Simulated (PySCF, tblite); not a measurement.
Species: pentafluoropyridine, C₅F₅N.
Bonds: F1–C2, C2–N3 (aromatic), N3–C4 (aromatic), C4–F5, C4–C6 (aromatic), C6–F7, C6–C8 (aromatic), C8–F9, C8–C10 (aromatic), C10–F11, C2–C10 (aromatic).

Structure optimised with GFN2-xTB, isolated species.

(1) Give the optimised bond lengths and angles.

Results:

(1) 
```
          bond  length (Å)     order
  F1–C2, C4–F5       1.321    single
  C2–N3, N3–C4       1.311  aromatic
C6–F7, C10–F11       1.330    single
 C6–C8, C8–C10       1.395  aromatic
         C8–F9       1.325    single
 C2–C10, C4–C6       1.397  aromatic
```

Bonds in one row agree within 0.01 Å and their mean is given. Orders are formal, as drawn. A selection of angles:
```
    angle  degrees
 F1–C2–N3    116.8
F1–C2–C10    120.1
N3–C2–C10    123.1
 C2–N3–C4    119.6
 C4–C6–F7    121.8
 C4–C6–C8    117.6
 F7–C6–C8    120.7
 C6–C8–F9    120.5
C6–C8–C10    119.1
```

The 6-membered ring C2–N3–C4–C6–C8–C10 has internal angles of 117.6° to 123.1°; it is planar, 0.00 Å rms from its mean plane, widest ring torsion 0°. All 4 C–C bonds measure 1.395 to 1.397 Å. The 11 heavy atoms lie in one plane (0.001 Å rms).

Point group: C2v (tolerance 0.08 Å). Its GFN2-xTB frequencies are all real (lowest 104 cm⁻¹).

These are computed values.
